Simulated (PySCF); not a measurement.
# Stretching YO

Set-up: basis Y def2-TZVPP with ECP28, O def2-TZVPP; scalar-relativistic core potentials; PySCF 2.14. Energies in eV from Y (4d1 5s2) + O in their ground configurations at the same level. State: ²Σ⁺ (doublet), unpaired electrons σ ↑.

```
R (Å)  UHF-CCSD(T)  r²SCAN  BHandHLYP   B3LYP
1.535               -5.529     -4.537  -5.188
1.607       -5.966  -6.546     -5.504  -6.210
1.678       -6.595  -7.137     -6.054  -6.811
1.731       -6.851  -7.365     -6.252  -7.046
1.785       -6.962  -7.447     -6.306  -7.136
1.839       -6.957  -7.413     -6.242  -7.110
1.910       -6.811  -7.230     -6.018  -6.936
1.999       -6.469  -6.844     -5.576  -6.560
2.106       -5.875  -6.238     -4.897  -5.964
2.249               -5.323     -3.872  -5.056
```

Q: Put a parabola through the three lowest points of the UHF-CCSD(T) curve and estimate Re, k and ωe (reduced mass 13.56 u; 1 eV/Å² = 0.16022 mdyn/Å; ωe = 1302.8·√(k/μ) cm⁻¹).

A: Through R = 1.731, 1.785, 1.839 Å the second-order coefficient is 19.9 eV/Å², so Re ≈ 1.810 Å, k ≈ 6.37 mdyn/Å and ωe ≈ 893 cm⁻¹. A polynomial fit of higher order to the unrounded UHF-CCSD(T) energies gives Re = 1.808 Å, k = 5.78 mdyn/Å, ωe = 851 cm⁻¹; anharmonicity and rounding make the difference.

The higher-order fit for each curve: UHF-CCSD(T): Re = 1.808 Å, ωe = 851 cm⁻¹, De = 6.97 eV; r²SCAN: Re = 1.794 Å, ωe = 881 cm⁻¹, De = 7.45 eV; BHandHLYP: Re = 1.781 Å, ωe = 909 cm⁻¹, De = 6.31 eV; B3LYP: Re = 1.798 Å, ωe = 874 cm⁻¹, De = 7.14 eV.

Correlated steps freeze 1 core orbital. The metal atom is held in its measured ground configuration; semilocal functionals can put another filling of s and d lower by some tenths of an eV, and De to that atom would be smaller. These are scalar-relativistic numbers at best; spin–orbit coupling would shift them, the dissociation energy most. The state is the lowest single determinant that the PBE0 search found; with open d or f shells the true ground state can be another one.
